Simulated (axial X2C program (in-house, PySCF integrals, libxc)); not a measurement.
**Br or O: which binds elements of chip processing more strongly?**

All values come from calculations with an axial X2C code built on PySCF integrals, spin-free (one-electron X2C) or two-component (2c: spin–orbit coupling with atomic mean-field Coulomb and Gaunt terms, which also bring small scalar terms), in Dyall basis sets with cores contracted in-house; open shells are unrestricted.

Level CCSD(T), spin-free. Dyall triple-zeta sets: BBr v3z/cv3z; BO v3z/av3z; SiBr v3z/cv3z; SiO v3z/av3z; GaBr cv3z/cv3z; GaO cv3z/av3z; GeBr cv3z/cv3z; GeO cv3z/av3z. Frozen shells (counts by l): BBr Br 3s2p1d, B 1s, 10 electrons correlated; BO O 1s, B 1s, 9 electrons correlated; SiBr Br 3s2p1d, Si 2s1p, 11 electrons correlated; SiO Si 2s1p, O 1s, 10 electrons correlated; GaBr Br 3s2p1d, Ga 3s2p1d, 10 electrons correlated; GaO Ga 3s2p1d, O 1s, 9 electrons correlated; GeBr Br 3s2p1d, Ge 3s2p1d, 11 electrons correlated; GeO Ge 3s2p1d, O 1s, 10 electrons correlated. Coupled cluster in natural virtuals with an MP2 remainder. Where the outer core of a metal is frozen, bonds come out longer and ionisation energies lower.

Diatomic bonds are a first guide to the radicals met in plasma etching, cleaning and deposition, though surfaces and higher halides or oxides behave in their own way.

```json
{"element M": "B", "state of MBr": "M_S = 0, Λ = 0", "Re MBr (Å)": "1.893", "D0 MBr (eV)": "4.37", "state of MO": "M_S = 1/2, Λ = 0", "Re MO (Å)": "1.212", "D0 MO (eV)": "8.01"}
{"element M": "Si", "state of MBr": "M_S = 1/2, Λ = 1", "Re MBr (Å)": "2.242", "D0 MBr (eV)": "3.59", "state of MO": "M_S = 0, Λ = 0", "Re MO (Å)": "1.530", "D0 MO (eV)": "7.84"}
{"element M": "Ga", "state of MBr": "M_S = 0, Λ = 0", "Re MBr (Å)": "2.380", "D0 MBr (eV)": "4.20", "state of MO": "M_S = 1/2, Λ = 0", "Re MO (Å)": "1.718", "D0 MO (eV)": "4.07"}
{"element M": "Ge", "state of MBr": "M_S = 1/2, Λ = 1", "Re MBr (Å)": "2.337", "D0 MBr (eV)": "3.39", "state of MO": "M_S = 0, Λ = 0", "Re MO (Å)": "1.638", "D0 MO (eV)": "6.71"}
```

(1) Work out the energy at 0 K of MBr + O → MO + Br for each element.

(2) For which element is the exchange to O most and for which least favourable, and what is the energy of SiBr + GaO → SiO + GaBr?

Each entry is the lowest single determinant of a limited PBE0 search at one distance. D0 = De minus the zero-point energy; De goes to single-determinant-based atoms at the same level (for ions the charge split of lowest energy) and is withheld (n/a) where an atom does not fit its ground term or J level. Main or longest-lived isotopes. One determinant is a doubtful description, or other states lie close, for BO, SiO, GaO, GeO; these need not be ground states, and all values refer to the states named. Spin-free values lack the spin–orbit lowering of the atoms, a third of the ²P splitting for halogens (0.036 eV for Cl, 0.152 eV for Br from NIST levels). These D0 were not checked against measured values; triple-zeta sets, frozen cores and single determinants leave errors of some tenths of an eV, more for transition metals.

Answers

(1) ΔE = D0(MBr) − D0(MO) at CCSD(T), spin-free: B -3.64, Si -4.25, Ga 0.13, Ge -3.32 eV (negative: the exchange gives off energy).

(2) Si most (-4.25 eV), Ga least (0.13 eV). The atoms cancel in the double exchange: ΔE = -4.25 − (0.13) = -4.38 eV, a figure less sensitive to errors in the atoms than D0 itself.
